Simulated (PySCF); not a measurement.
Cl4Sn, SMILES [Sn-]([Cl])([Cl])([Cl])[Cl] (connectivity only; charge and spin as stated), charge -1, multiplicity 2.

The structure is a stationary point at PBE0-D3(BJ)/def2-SVPD. The def2 effective core potentials stand for the cores of Sn; spin–orbit coupling is left out.

Two levels are set side by side: PBE/def2-SVPD (PySCF) and CAM-B3LYP/def2-SVPD (PySCF). Same geometry, gas phase. Differences are taken from unrounded values.

| quantity | CAM-B3LYP |
|---|---|
| α-spin orbital gap (eV) | 7.22 |
| β-spin orbital gap (eV) | 6.97 |
| mean polarisability (bohr³) | 127.6 |

Question: What does PBE give, and how far is it from CAM-B3LYP? (An estimate is asked for; the answer gives what the named calculation found.)

Answer: 
| quantity | PBE | PBE minus CAM-B3LYP |
|---|---|---|
| α-spin orbital gap (eV) | 3.67 | -3.55 |
| β-spin orbital gap (eV) | 2.62 | -4.35 |
| mean polarisability (bohr³) | 134.6 | 7.0 |

PBE's more diffuse valence density responds more strongly to a field. Differences between two approximate levels are no errors against the true value.

Rough cost on one machine, each run with all the roots and properties that it gave: CAM-B3LYP against PBE within a factor of 2.
